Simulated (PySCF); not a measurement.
C₃H₉Hf, neutral, multiplicity 2. Atoms are numbered in the order given.

```xyz
13

Hf     0.0000     0.0000     0.1338
C     -1.8669    -1.0779    -0.3381
C      1.8669    -1.0779    -0.3381
C      0.0000     2.1557    -0.3381
H     -1.7033    -2.0138    -0.9029
H     -2.5956    -0.4682    -0.9029
H     -2.3502    -1.3569     0.6228
H      2.3502    -1.3569     0.6228
H      1.7033    -2.0138    -0.9029
H      2.5956    -0.4682    -0.9029
H      0.0000     2.7138     0.6228
H     -0.8923     2.4820    -0.9029
H      0.8923     2.4820    -0.9029
```
Charge 0, spin multiplicity 2.

Geometry: PBE0-D3(BJ)/def2-SVP. The multiplicity is an assumed one; other spin states were not compared. The def2 effective core potentials stand for the cores of Hf; spin–orbit coupling is left out.

Level of theory: PBE/def2-TZVP in PySCF.

The molecule is in vacuum.

Problem. Estimate the frontier levels, dipole moment and polarisability. (An estimate is asked for; the answer gives what the named calculation found.)

Solution. 
* **α spin, highest occupied and lowest empty level**: -3.72 and -1.82 eV
* **β spin, highest occupied and lowest empty level**: -5.99 and -2.22 eV
* **dipole moment**: 0.31 D
* **quadrupole, principal values (traceless, Buckingham form, about the centre of nuclear charge)**: -0.70, -0.70, 1.41 D·Å
* **mean static polarisability**: 99.1 bohr³ (14.69 Å³)
* **polarisability, principal values**: 95.8, 100.8, 100.8 bohr³
* **⟨S²⟩**: 0.751 (pure state 0.75)
